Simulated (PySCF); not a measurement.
Worked example: chemical shift, span and skew from a shielding tensor

C3H6OSi, SMILES C1[SiH2]COC=1. Atoms are numbered in the order given.

```xyz
11

C     -0.7278     1.2439     0.0000
C     -1.3488     0.0473     0.0000
Si    -0.0383    -1.2537     0.0000
C      1.3064     0.1184     0.0000
O      0.6058     1.3712     0.0000
H     -1.2229     2.2213     0.0000
H     -2.4369    -0.0108     0.0000
H      0.0279    -2.1397     1.2044
H      0.0279    -2.1397    -1.2044
H      1.9573     0.0964     0.8882
H      1.9573     0.0964    -0.8882
```
Charge 0, spin multiplicity 1.

Coordinates come from a PBE0-D3(BJ)/def2-SVP optimisation. The structure was generated by enumeration, and PubChem lists no compound with its InChIKey, so it may never have been made. One conformer was computed; it need not be the lowest.

GIAO shieldings from PySCF with PBE/pcSseg-1, non-relativistic, no solvent. The symmetric part of the tensor of C4 has the principal values 82.2, 95.5, 187.8 ppm. The same nucleus in TMS has σ = 182.0 ppm at this level (PySCF, at its B3LYP-D3(BJ)/def2-TZVP geometry).

### Question
Work out the isotropic shielding, the ¹³C shift against TMS, the span and the skew.

### Answer

σ(iso) = (σ11 + σ22 + σ33)/3 = 121.8 ppm. δ = σ(ref) − σ(iso) = 182.0 − (121.8) = 60.2 ppm.
Span Ω = σ33 − σ11 = 105.6 ppm. Skew κ = 3(σ(iso) − σ22)/Ω = 0.75. Tumbling in solution averages the tensor to δ; in a static solid the shielding alone would spread this spin-1/2 line over Ω.
